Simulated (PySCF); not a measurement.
(1E)-1-chloro-1-fluorobuta-1,3-diene (C₄H₄ClF), SMILES C=C/C=C(\F)Cl.

Geometry optimised at r2SCAN-D4/def2-SVP. The values are those of a single conformer.

Calculation: PySCF with PBE0/def2-TZVP.

Symmetry labels are those of the subgroup Cs that the program uses (full group Cs).

Problem. List the valence orbital energies around the gap with their symmetry. (An estimate is asked for; the answer gives what the named calculation found.)

Solution. 
```json
[
 {"orbital": "HOMO−7", "symmetry": "A'", "energy (eV)": "-12.42"},
 {"orbital": "HOMO−6", "symmetry": "A'", "energy (eV)": "-12.32"},
 {"orbital": "HOMO−5", "symmetry": "A'", "energy (eV)": "-11.38"},
 {"orbital": "HOMO−4", "symmetry": "A\"", "energy (eV)": "-10.53"},
 {"orbital": "HOMO−3", "symmetry": "A'", "energy (eV)": "-10.39"},
 {"orbital": "HOMO−2", "symmetry": "A'", "energy (eV)": "-9.66"},
 {"orbital": "HOMO−1", "symmetry": "A\"", "energy (eV)": "-9.27"},
 {"orbital": "HOMO", "symmetry": "A\"", "energy (eV)": "-6.72"},
 {"orbital": "LUMO", "symmetry": "A\"", "energy (eV)": "-1.17"},
 {"orbital": "LUMO+1", "symmetry": "A'", "energy (eV)": "0.78"},
 {"orbital": "LUMO+2", "symmetry": "A\"", "energy (eV)": "1.46"},
 {"orbital": "LUMO+3", "symmetry": "A'", "energy (eV)": "1.78"}
]
```
